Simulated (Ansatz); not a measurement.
A structure relaxed at PBE0-D4/def2-TZVP, charge 0, multiplicity 1:

Cartesian coordinates in Å:
```
B -0.209 -2.234 0.269
O -0.127 -0.962 0.696
Si 0.688 0.368 0.117
C -0.544 1.698 -0.279
H 0.391 -2.582 -0.716
H -0.892 -2.997 0.894
H 1.617 0.803 1.190
H 1.468 -0.027 -1.086
H -0.030 2.601 -0.620
H -1.227 1.377 -1.069
H -1.134 1.955 0.603
```

Question: Give its formula and SMILES.

Answer: CH7BOSi, `BO[SiH2]C`.

Question: Summarise the bond lengths by kind.

Answer: 1 × B–O 1.344 Å; 2 × B–H 1.200 to 1.205 Å; 1 × O–Si 1.663 Å; 1 × C–Si 1.855 Å; 2 × H–Si 1.485 to 1.488 Å; 3 × C–H 1.092 to 1.093 Å.

Results of the Gaussian-basis code of Ansatz.
